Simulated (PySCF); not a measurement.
Members of one family of related compounds. Method used: PySCF, TDDFT B3LYP/def2-SVPD, vertical, gas phase, core orbitals frozen in the response. Geometries: GFN2-xTB; one conformer of each isolated species. Triplets are in the Tamm–Dancoff approximation. 'Strongest' means the level of largest summed f among the lowest 8 singlets; it needn't be the same kind of state in each.

Question: Rank by computed LUMO energy, highest first.
A. `COC1=NN=CS1`
B. `n1c(scn1)C=O`
C. `[SiH3]C1=NN=CS1`
D. `CSC1=NN=CS1`

Answer: A (-1.10 eV), D (-1.44 eV), C (-1.76 eV), B (-3.17 eV).

```tsv
SMILES	LUMO (eV)	S1 (eV)	gap (eV)	α (au)	strongest (eV)	f (S1)	S1 mainly
COc1nncs1	-1.10	4.87	6.16	70.8	5.59	0.000	H-1→L (99%)
CSc1nncs1	-1.44	4.62	5.20	88.8	4.68	0.000	H-1→L (100%)
[SiH3]c1nncs1	-1.76	4.30	5.60	80.2	5.96	0.000	H→L (100%)
O=Cc1nncs1	-3.17	3.35	4.65	69.0	5.12	0.000	H→L (82%)
```

H and L stand for HOMO and LUMO.
